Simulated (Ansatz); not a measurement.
```yaml
crystal:
  periodic: [false, false, false]
  atoms:
    - {symbol: B, position_ang: [-0.989175, 0.827354, -0.299184]}
    - {symbol: N, position_ang: [0.301418, 1.076553, -0.578244]}
    - {symbol: Si, position_ang: [1.296116, -0.312777, -0.032247]}
    - {symbol: Si, position_ang: [-0.906069, -1.026440, 0.717976]}
    - {symbol: H, position_ang: [-1.958435, 1.602677, -0.598345]}
    - {symbol: H, position_ang: [0.619190, 1.830257, -1.073393]}
    - {symbol: H, position_ang: [2.210594, -0.011172, 0.874583]}
    - {symbol: H, position_ang: [1.954360, -0.964620, -1.085456]}
    - {symbol: H, position_ang: [-1.471287, -2.207233, -0.173092]}
    - {symbol: H, position_ang: [-1.051746, -1.165076, 2.089623]}
basis:
  gaussian: {orbitals: def2-TZVPP}
hamiltonian: {xc: {name: wB97X-D}}
scf: {lower_state_search: light}
output: {forces: true}
```

```sh
$ ansatz run in.yaml --threads 2 --pin off --events-out ev --progress --plain --max-ram 4352MiB
```

It prints (some lines left out):

```
Error: YAML parse error: error: line 16 column 19: hamiltonian.xc: no functional is named "wB97X-D"; the names, which are not case-sensitive, are SVWN5, SPW92, PBE, PBE0, PBEsol, revPBE, revPBE0, RPBE, rPW86-PBE, HSE06, wPBEh, LC-wPBE, HISS, HF, BLYP, B3LYP, B3LYP5, BHLYP, CAM-B3LYP, r2SCAN, r2SCANh, r2SCAN0, r2SCAN50, m-r2SCAN, B97, wB97, wB97X, wB97X-V, B97M-V, wB97M-V, B2PLYP, B2GP-PLYP, PBE0-DH, PBE-QIDH
14 | basis:
15 |   gaussian: {orbitals: def2-TZVPP}
16 | hamiltonian: {xc: {name: wB97X-D}}
17 | scf: {lower_state_search: light}
18 | output: {forces: true}
```

In this input the method's name isn't one that the program takes here. The program refused the input.
